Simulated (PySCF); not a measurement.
Computed IR spectrum (relative IR intensity) of a molecule C4H6O2. Coordinates come from a ωB97X-D3(BJ)/def2-SVP optimisation. The values are those of a single conformer. Level of theory: ωB97X-D3(BJ)/def2-SVP in PySCF. Frequencies are harmonic and unscaled.

```json
[
 {"ν (cm⁻¹)": "66", "relative intensity": "5.3"},
 {"ν (cm⁻¹)": "82", "relative intensity": "4.9"},
 {"ν (cm⁻¹)": "471", "relative intensity": "4.0"},
 {"ν (cm⁻¹)": "845", "relative intensity": "2.9"},
 {"ν (cm⁻¹)": "880", "relative intensity": "6.2"},
 {"ν (cm⁻¹)": "1009", "relative intensity": "23"},
 {"ν (cm⁻¹)": "1121", "relative intensity": "49"},
 {"ν (cm⁻¹)": "1171", "relative intensity": "7.0"},
 {"ν (cm⁻¹)": "1203", "relative intensity": "5.2"},
 {"ν (cm⁻¹)": "1255", "relative intensity": "4.1"},
 {"ν (cm⁻¹)": "1405", "relative intensity": "5.6"},
 {"ν (cm⁻¹)": "1432", "relative intensity": "3.2"},
 {"ν (cm⁻¹)": "1898", "relative intensity": "100"},
 {"ν (cm⁻¹)": "2917", "relative intensity": "37"},
 {"ν (cm⁻¹)": "3054", "relative intensity": "48"},
 {"ν (cm⁻¹)": "3118", "relative intensity": "27"},
 {"ν (cm⁻¹)": "3163", "relative intensity": "3.6"}
]
```

Q: Which structure fits?
(A) C=COCC=O
(B) CC1=COCO1
(C) C=COC(C)=O
(D) O=CC1COC1

A: D, O=CC1COC1
